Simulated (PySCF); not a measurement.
Species: MoO(OH)3 (doublet state).
Bonds: Mo1–O2, Mo1–O3, Mo1–O5, Mo1–O7. Hydrogens: H4 on O3; H6 on O5; H8 on O7.

Theory: PBE0-D3(BJ)/def2-SVP geometry optimisation, gas phase, def2 core potentials past Kr in PySCF 2.14.0.

(1) Give the optimised bond lengths and angles.

## Answers

(1) 
```
                  bond  length (Å)
                Mo1–O2       1.666
Mo1–O3, Mo1–O5, Mo1–O7       1.884
   O3–H4, O5–H6, O7–H8       0.966
```

Bonds in one row agree within 0.01 Å and their mean is given. A selection of angles:
```
    angle  degrees
O2–Mo1–O3    121.6
O2–Mo1–O5    107.9
O2–Mo1–O7    110.1
O3–Mo1–O5    109.3
O5–Mo1–O7     94.8
Mo1–O3–H4    128.0
Mo1–O5–H6    120.9
```

Torsions: H4–O3–Mo1–O2 1° (synperiplanar); H6–O5–Mo1–O2 -92° (anticlinal); H8–O7–Mo1–O2 119° (anticlinal). The mirror-image conformer, all signs reversed, is as good.

Of the pairs four or more bonds apart, H6···H8 is among the closest relative to their van der Waals radii: 2.46 Å, 103 % of the sum of Bondi's values. The Mo–O distances run from 1.666 Å (Mo1–O2) to 1.886 Å (Mo1–O5), a spread of 0.220 Å. Mo1 (molybdenum bonded to 4 O) has angles from 94.8° to 121.6°.

Point group: near Cs, missed by 0.33 Å at most; the miss may be what the optimiser left on a soft mode. No frequency check. ⟨S²⟩ = 0.754 (exact for a doublet: 0.75). Torsions: O2–Mo1–O3–H 1°, O2–Mo1–O5–H -92°, O2–Mo1–O7–H 119°.
